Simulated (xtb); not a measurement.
C₆H₁₃ (SMILES C[CH]CCCC), doublet, from a rough starting geometry; GFN2-xTB (xtb).

The xtb input:
```
$ xtb mol.xyz --gfn 2 --uhf 1 --opt vtight --json

# file mol.xyz
19

C     -2.84221458    -0.09243983     0.16401607
C     -1.84959704     0.39706601    -0.79770022
C     -0.42146256    -0.09600522    -0.81211022
C      0.40583889     0.80686253     0.21647390
C      1.88048135     0.44581039     0.19598096
C      2.28236581    -0.96057033     0.51616491
H     -2.36015150    -0.76202314     0.90566816
H     -3.59726210    -0.61533749    -0.26397228
H     -3.26277854     0.77168397     0.73332197
H     -2.11956196     1.16003497    -1.49184443
H      0.02111190     0.08887259    -1.81182608
H     -0.35169282    -1.07174681    -0.55273697
H     -0.01247230     0.53931570     1.17316753
H      0.21789450     1.81227541     0.07823516
H      2.28842792     0.70590425    -0.81949934
H      2.38878741     1.07235638     0.89028519
H      1.80432935    -1.71258975    -0.25194220
H      1.82272293    -1.22792104     1.53949890
H      3.36798535    -1.12746084     0.54669018
```

It wrote (shortened):

```
   ID    Z sym.   atoms
    1    6 C      1-6
    2    1 H      7-19

           -------------------------------------------------
          |                Calculation Setup                |
           -------------------------------------------------

           -------------------------------------------------
          |                 G F N 2 - x T B                 |
           -------------------------------------------------

          ...................................................
          :                      SETUP                      :
          :.................................................:
          :  # basis functions                  37          :
          :  # atomic orbitals                  37          :
          :  # shells                           25          :
          :  # electrons                        37          :
          :  max. iterations                   250          :
          :  Hamiltonian                  GFN2-xTB          :
          :  restarted?                      false          :
          :  GBSA solvation                  false          :
          :  PC potential                    false          :
          :  electronic temp.          300.0000000     K    :
          :  accuracy                    1.0000000          :
          :  -> integral cutoff          0.2500000E+02      :
          :  -> integral neglect         0.1000000E-07      :
          :  -> SCF convergence          0.1000000E-05 Eh   :
          :  -> wf. convergence          0.1000000E-03 e    :
          :  Broyden damping             0.4000000          :
          :  net charge                          0          :
          :  unpaired electrons                  1          :
          ...................................................

 iter      E             dE          RMSdq      gap      omega  full diag
   1    -19.6404833 -0.196405E+02  0.260E+00    9.22       0.0  T
   2    -19.6866072 -0.461240E-01  0.136E+00    9.15       1.0  T
   3    -19.6874372 -0.829969E-03  0.688E-01    9.28       1.0  T
   4    -19.6875747 -0.137506E-03  0.933E-02    9.24       1.0  T
   5    -19.6875892 -0.145206E-04  0.493E-02    9.27       1.0  T
   6    -19.6875898 -0.589194E-06  0.858E-03    9.26       2.7  T
   7    -19.6875902 -0.338460E-06  0.153E-03    9.26      15.0  T
   8    -19.6875902 -0.340448E-08  0.477E-04    9.26      48.1  T
   9    -19.6875902 -0.481911E-09  0.148E-04    9.26     154.8  T

   *** convergence criteria satisfied after 9 iterations ***

         :::::::::::::::::::::::::::::::::::::::::::::::::::::
         ::                     SUMMARY                     ::
         :::::::::::::::::::::::::::::::::::::::::::::::::::::
         :: total energy             -19.375930353056 Eh    ::
         :: gradient norm              0.188028697269 Eh/a0 ::
         :: HOMO-LUMO gap              9.260404097828 eV    ::
         ::.................................................::
         :: SCC energy               -19.687566380018 Eh    ::
         :: -> isotropic ES            0.004359227589 Eh    ::
         :: -> anisotropic ES          0.006578485973 Eh    ::
         :: -> anisotropic XC          0.012857245823 Eh    ::
         :: -> dispersion             -0.010398705264 Eh    ::
         :: repulsion energy           0.311636026963 Eh    ::
         :: add. restraining           0.000000000000 Eh    ::
         :: total charge              -0.000000000000 e     ::
         :::::::::::::::::::::::::::::::::::::::::::::::::::::

      -----------------------------------------------------------
     |                   =====================                   |
     |                        A N C O P T                        |
     |                   =====================                   |
     |               Approximate Normal Coordinate               |
     |                Rational Function Optimizer                |
[...]
 * total energy  :   -19.4008024 Eh     change       -0.4502873E-05 Eh
 * total energy  :   -19.4008081 Eh     change       -0.5692706E-05 Eh
 * total energy  :   -19.4008110 Eh     change       -0.2826865E-05 Eh
 * total energy  :   -19.4008132 Eh     change       -0.2257084E-05 Eh
 * total energy  :   -19.4008162 Eh     change       -0.2994409E-05 Eh
 * total energy  :   -19.4008203 Eh     change       -0.4110272E-05 Eh
 * total energy  :   -19.4008247 Eh     change       -0.4408261E-05 Eh
 * total energy  :   -19.4008289 Eh     change       -0.4134548E-05 Eh
 * total energy  :   -19.4008307 Eh     change       -0.1857330E-05 Eh
 * total energy  :   -19.4008315 Eh     change       -0.7930732E-06 Eh
 * total energy  :   -19.4008317 Eh     change       -0.1820150E-06 Eh
 * total energy  :   -19.4008318 Eh     change       -0.7796410E-07 Eh
   *** GEOMETRY OPTIMIZATION CONVERGED AFTER 31 ITERATIONS ***
         :: total energy             -19.400831777196 Eh    ::
[...]
                  HL-Gap            0.3798156 Eh           10.3353 eV
             Fermi-level           -0.2242633 Eh           -6.1025 eV

     #   Z          covCN         q      C6AA      α(0)
     1   6 C        3.752    -0.095    22.379     6.746
     2   6 C        2.886    -0.075    29.862     8.959
     3   6 C        3.802    -0.053    21.522     6.605
     4   6 C        3.802    -0.054    21.548     6.609
     5   6 C        3.800    -0.052    21.508     6.603
     6   6 C        3.751    -0.102    22.500     6.765
     7   1 H        0.925     0.038     2.470     2.458
     8   1 H        0.924     0.040     2.447     2.446
     9   1 H        0.923     0.043     2.409     2.427
    10   1 H        0.926     0.017     2.775     2.605
    11   1 H        0.924     0.033     2.543     2.494
    12   1 H        0.924     0.038     2.476     2.461
    13   1 H        0.924     0.033     2.548     2.496
    14   1 H        0.924     0.028     2.614     2.528
    15   1 H        0.924     0.030     2.583     2.513
    16   1 H        0.924     0.029     2.598     2.521
    17   1 H        0.925     0.035     2.512     2.479
    18   1 H        0.925     0.034     2.534     2.489
    19   1 H        0.925     0.031     2.569     2.507

 Mol. C6AA /au·bohr⁶  :       2451.484205
 Mol. C8AA /au·bohr⁸  :      51496.585441
 Mol. α(0) /au        :         74.710373

Wiberg/Mayer (AO) data.
largest (>0.10) Wiberg bond orders for each atom

 ---------------------------------------------------------------------------
     #   Z sym  total        # sym  WBO       # sym  WBO       # sym  WBO
 ---------------------------------------------------------------------------
     1   6 C    3.997 --     2 C    1.086     7 H    0.982     8 H    0.967
                             9 H    0.943
     2   6 C    3.296 --     1 C    1.086     3 C    1.077    10 H    0.976
     3   6 C    3.997 --     2 C    1.077    11 H    0.967    12 H    0.966
                             4 C    0.953
     4   6 C    3.992 --     5 C    1.006    14 H    0.979    13 H    0.978
                             3 C    0.953
     5   6 C    3.998 --     6 C    1.020     4 C    1.006    15 H    0.978
                            16 H    0.976
     6   6 C    3.997 --     5 C    1.020    18 H    0.988    19 H    0.987
                            17 H    0.986
     7   1 H    0.998 --     1 C    0.982
     8   1 H    0.998 --     1 C    0.967
     9   1 H    0.996 --     1 C    0.943
    10   1 H    1.000 --     2 C    0.976
    11   1 H    0.999 --     3 C    0.967
    12   1 H    0.998 --     3 C    0.966
    13   1 H    0.999 --     4 C    0.978
    14   1 H    0.999 --     4 C    0.979
    15   1 H    0.999 --     5 C    0.978
    16   1 H    0.999 --     5 C    0.976
    17   1 H    0.999 --     6 C    0.986
    18   1 H    0.999 --     6 C    0.988
    19   1 H    0.999 --     6 C    0.987
 ---------------------------------------------------------------------------

Topologies differ in total number of bonds
Writing topology from bond orders to xtbtopo.mol

molecular dipole:
                 x           y           z       tot (Debye)
 q only:        0.063      -0.073       0.120
   full:        0.068      -0.028       0.181       0.497
molecular quadrupole (traceless):
                xx          xy          yy          xz          yz          zz
 q only:        0.549       0.339      -0.135      -0.885       0.079      -0.415
  q+dip:        0.177       0.076      -0.026      -1.592      -0.482      -0.152
   full:        0.382       0.138      -0.029      -1.381      -0.175      -0.353

optimized geometry written to: xtbopt.xyz

           -------------------------------------------------
          | TOTAL ENERGY              -19.400831777196 Eh   |
          | GRADIENT NORM               0.000053769296 Eh/α |
          | HOMO-LUMO GAP              10.335308471281 eV   |
           -------------------------------------------------

normal termination of xtb
```
